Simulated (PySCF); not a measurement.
# Spinor energies of In (indium, neutral)

Start: [Kr] 4d10 5s2 5p1; 5p3/2 filled at m_j = +3/2. Calculated with PySCF 2.14 in x2c-SVPall-2c with one added diffuse shell each of s, p type (7s9p4d, 54 functions): generalised Hartree-Fock with the X2C-1e Hamiltonian and a Gaussian nucleus; one run each with spin-orbit coupling (SO) screened by Boettger's factors, then bare. This is a chosen level, not necessarily the ground level.

| spinor shell | electrons | ε, screened SO (eV) | ε, bare SO (eV) | weight of nominal j (bare SO) | rms radius, bare SO (bohr) |
| --- | --- | --- | --- | --- | --- |
| 1s1/2 | 2 | -28075.7 | -28075.5 | 1.000 | 0.0341 |
| 2s1/2 | 2 | -4293.9 | -4293.8 | 1.000 | 0.139 |
| 2p1/2 | 2 | -3995.1 | -4001.8 | 1.000 | 0.120 |
| 2p3/2 | 4 | -3781.7 | -3778.8 | 1.000 | 0.125 |
| 3s1/2 | 2 | -854.27 | -854.26 | 1.000 | 0.371 |
| 3p1/2 | 2 | -731.82 | -733.05 | 1.000 | 0.364 |
| 3p3/2 | 4 | -691.99 | -691.47 | 1.000 | 0.376 |
| 3d3/2 | 4 | -476.96 | -478.18 | 1.000 | 0.350 |
| 3d5/2 | 6 | -469.06 | -468.26 | 1.000 | 0.354 |
| 4s1/2 | 2 | -144.89 | -144.89 | 1.000 | 0.907 |
| 4p1/2 | 2 | -102.56 | -102.78 | 1.000 | 0.972 |
| 4d3/2 | 4 | -28.412 | -28.554 | 0.998 | 1.27 |
| 4d5/2 | 6 | -27.548 | -27.460 | 0.998 | 1.29 |
| 5s1/2 | 2 | -10.906 | -10.909 | 0.999 | 2.91 |
| 5p3/2 | 1 | -5.234 | -5.231 | 1.000 | 4.14 |

**Question.** Where does 4p3/2 lie, and what is the 4p spin-orbit splitting (bare SO)?

**Answer.** At -95.586 eV, 7.198 eV above 4p1/2.

```tsv
quantity	screened SO	bare SO
E (hartree)	-5878.27213	-5878.38830
M_J	3/2	3/2
⟨J²⟩	3.760	3.760
⟨L²⟩	2.021	2.023
⟨S²⟩	0.768	0.769
```

Each row is a mean over spinors that exchange with the open shell spreads, by up to 1.410 eV (5s1/2).

Breit and QED terms are absent; they matter most for the inner s and p1/2 levels.

Densities and radii are taken from the X2C orbitals without a picture-change correction, which distorts them close to the nucleus.
